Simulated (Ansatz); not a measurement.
Reaction (atomization): `[AlH2][O]C[SiH2]S` → Al• + C• + 7 H• + O• + S• + Si•

Gas-phase electronic energies from Ansatz, PBE0-D4/def2-TZVP geometries. CCSD(T)/CBS is the MP2 limit (def2-TZVPP, def2-QZVPP) plus CCSD(T) − MP2 in def2-TZVPP, frozen cores. This one scheme is used for every species, atoms too. For atomizations the MP2-based limit and the directly extrapolated one differ by several kJ/mol either way, and by 10 to 25 for some Ge, Se and Sn compounds, so smaller differences from it don't rank the levels. DFT in def2-TZVPP. B3LYP here is the variant with VWN-RPA as its local correlation; programs differ in this. HSE06 is defined as in plane-wave codes. Open shells (•) are unrestricted, without spin–orbit coupling. Spin–orbit coupling would lower the free atoms: a little for Al, C, O, S, Si. One conformer a species, not always the lowest.

```tsv
level	ΔE (kJ/mol)	difference from CCSD(T)/CBS
PBE-D4	3933.8	4.7
revPBE-D4	3854.8	-74.3
BLYP-D4	3888.8	-40.3
B97M-V	3961.0	31.9
PBE0-D4	3885.2	-43.9
B3LYP-D4	3909.1	-20.0
r2SCANh-D4	3906.2	-22.9
CAM-B3LYP-D4	3929.4	0.3
PBE	3904.9	-24.2
r2SCAN	3921.7	-7.4
PBE0	3860.3	-68.8
r2SCANh	3898.4	-30.7
HSE06	3863.7	-65.4
MP2/def2-TZVPP	3856.4	-72.7
SCS-MP2/def2-TZVPP	3859.3	-69.8
HF/def2-QZVPP	2876.2	-1052.9
CCSD(T)/CBS	3929.1	0
```

Largest T1 diagnostic among the species: 0.018.

From PBE to PBE0 (25 % exact exchange), in def2-TZVPP and without D4, ΔE moves by −44.6 kJ/mol: exact exchange takes away binding that semilocal exchange gives to molecules. The D4 term adds +46.7 kJ/mol with B3LYP and +24.8 kJ/mol with PBE0; it sums over pairs of atoms, weighted by their polarisabilities, and B3LYP, whose exchange is more repulsive, gets the larger term. Leaving LDA and LC-ωPBE aside and taking each functional with its dispersion term where it has one, the values, not all of them listed here, spread over 138.6 kJ/mol, from BHLYP-D4 to B97M-V. LDA lies +519.9 kJ/mol from PBE without D4, its usual overbinding.
